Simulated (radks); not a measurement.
Dynamic dipole polarisability and lines of the phosphorus ion P3+, [Ne] 3s2. Method: scalar-relativistic Kohn-Sham, exchange-only LDA, spin-polarised, spherical densities, finite nucleus; Fermi nuclear charge, rms radius of each element as measured or else 0.836 A^(1/3) + 0.57 fm; computed with a radial shooting solver on a logarithmic mesh with Libxc functionals. Time-dependent linear response with the Hartree and adiabatic exchange-only LDA kernel, continuum included through the Sternheimer equations, no spin-orbit coupling, so fine structure and intercombination lines are absent. Lines are the poles of the dipole polarisability below minus the highest occupied eigenvalue, found on a grid refined at the orbital gaps; the lowest seven at most are given, and weak or close lines can be missed. The first line takes the name of the lowest orbital gap if no other gap lies below it; otherwise a line is named after a gap within 0.6 % of it, if that gap stands alone.

| photon energy (eV) | alpha (bohr^3) |
|---|---|
| 0 | 6.432 |
| 0.728 | 6.451 |
| 3.640 | 6.939 |
| 6.552 | 8.441 |
| 9.463 | 12.89 |
| 12.375 | 48.48 |
| 15.287 | -18.58 |
| 18.199 | -6.756 |
| 21.111 | -3.760 |
| 24.022 | -2.401 |
| 26.934 | -1.582 |
| 29.846 | -0.3698 |
| 32.758 | -1.173 |
| 35.670 | -0.6249 |
| 38.581 | -0.6222 |

Lines (eV, oscillator strength): 13.257 (93.52 nm, 3s-3p), f = 1.47; 30.494 (40.66 nm, 3s-4p), f = 0.0479; 36.755 (33.73 nm, 3s-5p), f = 0.0225. Higher lines, where found, are left out when the end of the mesh affects them. Those listed give 97 % of the static polarisability (sum of f/w^2). Orbital energy gaps for comparison: 3s-3p 10.127 eV; 3s-4p 30.511 eV; 3s-5p 36.765 eV. At laser wavelengths: 1550 nm 6.455, 1064 nm 6.480, 780 nm 6.523, 532 nm 6.630, 355 nm 6.896, 266 nm 7.309, 193 nm 8.340 bohr^3.
